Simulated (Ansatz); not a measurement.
Abridged output of a molecular run in Ansatz:

```
Functional definition: HF
1750 factors; integrals over basis functions are off by at most 7.0e-4 eV
mean field evaluation 1: about -24144.9690 eV, gradient 2.5e1 eV
mean field evaluation 2: about -24145.2613 eV, gradient 2.6e1 eV
mean field evaluation 4: about -24147.7568 eV, gradient 5.1e0 eV
mean field evaluation 8: about -24147.8357 eV, gradient 2.1e-1 eV
mean field evaluation 16: about -24147.8360 eV, gradient 2.3e-6 eV
mean field -24147.83600002 eV, -887.4166050094 hartree, gradient 2.3e-6 eV, S^2 0.000000; 0 other end points of the search recorded, 0 dependent functions left out
15 core orbitals not correlated: weight in the atoms' cores, before any rotation towards them, 1.000 or more for the frozen orbitals, at most 0.000 for the correlated occupied ones
reference -24147.83600002 eV, -887.4166050094 hartree; 18, 18 occupied and 244, 244 virtual orbitals, 1750 factors
second order -24.70928624 eV of doubles, -0.00000000 eV of singles
cycle   1  -24.70743021 eV  change    1.9e-3 eV  update   1.1e-1
cycle   2  -25.45335555 eV  change   -7.5e-1 eV  update   3.3e-2
cycle   3  -25.54024980 eV  change   -8.7e-2 eV  update   1.4e-2
cycle   4  -25.52281426 eV  change    1.7e-2 eV  update   3.5e-3
cycle   5  -25.52410774 eV  change   -1.3e-3 eV  update   1.4e-3
cycle   6  -25.52433754 eV  change   -2.3e-4 eV  update   3.8e-4
cycle   7  -25.52402377 eV  change    3.1e-4 eV  update   1.4e-4
cycle   8  -25.52406255 eV  change   -3.9e-5 eV  update   5.0e-5
cycle   9  -25.52410963 eV  change   -4.7e-5 eV  update   1.7e-5
cycle  10  -25.52409290 eV  change    1.7e-5 eV  update   6.5e-6
perturbative correction -0.82208881 eV, -0.0302112065 hartree
Total energy: -24174.18218172 eV, -888.3848093290 hartree
```

Its atoms:

Cartesian coordinates in Å:
```
Si -0.7232 1.3871 0.8155
C 0.2709 0.3898 -0.4227
Si -0.3245 -1.3801 -0.5492
Te 2.3290 0.4351 0.2096
H -0.0434 2.6781 1.1105
H -2.0722 1.6768 0.2582
H -0.8619 0.6155 2.0766
H 0.2192 0.8635 -1.4063
H -0.1932 -2.0439 0.7722
H -1.7534 -1.4021 -0.9699
H 0.4804 -2.1246 -1.5539
H 2.6723 -1.0952 -0.3406
```

Which basis set was used?
A. def2-QZVPP
B. def2-SVPD
C. def2-TZVPP
D. def2-SVP

C. It gives 277 functions.

Write the keys of the input that set method, charge and spin (a neutral closed shell needs none for the last two).


```yaml
correlation: {method: ccsd_t}
```
